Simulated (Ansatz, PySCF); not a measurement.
Species: InH2, charge 0, multiplicity 2. 
Structure (B3LYP-D3(BJ)/def2-TZVP (Ansatz, an electronic-structure program) minimum search):
SMILES: [InH2]
```xyz
3

In     0.0317     0.0067     0.0127
H     -0.4970    -1.6709    -0.2106
H     -1.0571     1.3408    -0.4101
```
Charge 0, spin multiplicity 2.

Total electronic energies in hartree. Correlated levels leave the core frozen unless marked. UHF or UKS for open shells. Spin-orbit coupling is left out. Frozen are the shells of the preceding noble gas and the d and f shells that filled before the atom's block. In def2 rows, elements after Kr have scalar-relativistic effective core potentials. Basis-set limits of correlation are two-point, X^-3; Hartree-Fock from the larger set. [CCSD(T)-MP2]/basis is that difference in the basis named.

```
level                                                                 program  energy (Eh)
-------------------------------------------------------------  --------------  -----------
RI-HF/def2-TZVPP                                                       Ansatz   -190.32564
TPSS-D4/def2-TZVPD                                              PySCF + dftd4   -191.20137
PBE0-D3(BJ)/def2-TZVPD                                         Ansatz + dftd3   -191.27054
TPSSh-D4/def2-TZVPD                                             PySCF + dftd4   -191.20862
CAM-B3LYP-D3(BJ)/def2-TZVPD                                    Ansatz + dftd3   -191.25105
PBE-QIDH/def2-TZVPD                                                    Ansatz   -190.98006
RI-MP2/CBS(def2-TZVPPD,def2-QZVPPD)+[CCSD(T)-MP2]/def2-QZVPPD          Ansatz    -190.4152
CCSD(T)/CBS(def2-TZVPP,def2-QZVPP)                                     Ansatz    -190.4146
CCSD(T)/CBS(def2-TZVPPD,def2-QZVPPD)                                   Ansatz    -190.4144
```

Totals of different functionals don't rank their quality; only differences between species are comparable.
